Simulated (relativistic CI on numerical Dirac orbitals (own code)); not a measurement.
# What each ingredient does to the levels of Cd13+

Base calculation: Dirac-Coulomb-Breit CI, orbitals from a KLI potential per configuration, model QED (radiative potential, 1s self-energy scaled to tabulated hydrogen-like ionisation energies), unscaled Slater integrals.

Configuration list (outside the closed core [Ar] 3d10): 4s²4p⁵, 4s4p⁶, 4s²4p⁴4d, 4s4p⁵4d, 4s²4p⁴4f, 4s4p⁵4f, 4p⁶4d, 4s4p⁴4d², 4s²4p⁴5s, 4s²4p³4d4f, 4s²4p⁴5p, 4p⁶4f, 4p⁶5s, 4s4p⁵5s, 4s²4p⁴5d, 4s4p⁴4d5s, 4s4p⁵5p, 4s²4p³4f5s, 4s²4p⁴5f, 4s²4p⁴6s, 4p⁵4d4f, 4s²4p⁴5g, 4s²4p⁴6p, 4s4p⁵5d, 4s4p⁴4f², 4s²4p⁴6d, 4s4p⁴5s², 4s²4p³4d², 4s²4p²4d³, 4s4p³4d³, 4s²4p²4d²4f, 4s4p³4d²4f, 4s²4p²4d²5s, 4p⁵4d², 4p⁴4d³, 4p⁴4d²4f, 4p⁴4d²5s, 4s²4p³5s², 4s²4p²4d5s², 4s4p³4d5s², 4s²4p²4f5s², 4s4p³4f5s², 4p⁵4d5s, 4p⁴4d4f5s, 4p⁴4d5s². Double excitations out of closed p, d and f shells are left out; levels of such configurations are missing from the list, as are those of other unlisted configurations, and high levels can miss mixing partners. These lack a partner that the ground configuration has and come out too high: 4s²4p⁴5p, 4s4p⁵5s, 4s²4p⁴5d, 4s4p⁵5p, 4s²4p⁴5f.

Variants: (1) Breit term removed; (2) one mean potential for all configurations. Shifts of the energy above 4s²4p⁵ ²P°3/2, in cm⁻¹, for the lowest level and the first level of each name with at least 55 % of one term (blank where a level changes its place among those of its configuration and J or its character, or is not in the variant):

| Level | Base | Δ(1) | Δ(2) |
| --- | --- | --- | --- |
| 4s²4p⁵ ²P°3/2 | 0 | 0 | 0 |
| 4s²4p⁵ ²P°1/2 | 59641 | +874 | -12 |
| 4s4p⁶ ²S1/2 | 364771 | +295 | -62 |
| 4s²4p⁴4d ⁴D5/2 | 475405 | +998 | -71 |
| 4s²4p⁴4d ⁴D3/2 | 476128 | +852 | -73 |
| 4s²4p⁴4d ⁴D7/2 | 480482 | +1241 | -69 |
| 4s²4p⁴4d ⁴F9/2 | 499659 | +1242 | -83 |
| 4s²4p⁴4d ⁴F5/2 | 532732 | +1453 | -81 |
| 4s²4p⁴4d ²D5/2 | 563571 | +1801 | -67 |
| 4s²4p⁴4d ²G7/2 | 564287 | +1745 | -84 |
| 4s²4p⁴4d ²F5/2 | 570544 | +1920 | -65 |
| 4s²4p⁴4d ²G9/2 | 571579 | +2121 | -82 |
| 4s²4p⁴4d ²S1/2 | 646976 | +1442 | -58 |
| 4s4p⁵4d ⁴P°1/2 | 831432 | +972 | -60 |
| 4s4p⁵4d ⁴P°3/2 | 838912 | +1144 | -60 |
| 4s4p⁵4d ⁴P°5/2 | 852730 | +1354 | -63 |
| 4s4p⁵4d ⁴F°9/2 | 857898 | +1392 | -98 |
| 4s4p⁵4d ⁴F°7/2 | 860251 | +1172 | -106 |
| 4s4p⁵4d ⁴F°5/2 | 869103 | +1238 | -101 |
| 4s4p⁵4d ⁴F°3/2 | 878562 | +1241 | -106 |
| 4s4p⁵4d ⁴D°7/2 | 896529 | +1402 | -101 |
| 4s4p⁵4d ⁴D°1/2 | 897124 | +1152 | -106 |

At this charge energies of transitions that change n are usually good to better than 1 %, and those within a shell (Δn = 0) to a few per cent.

Ionisation energy from the two ground configurations alone: base 329.811 eV; Breit term removed 329.976 eV. The NIST ASD value (theoretical) is 329 eV.

LS names give the leading component of a level, which can be under half, so a name can repeat, a term be missing and a line seem to break the LS rules.
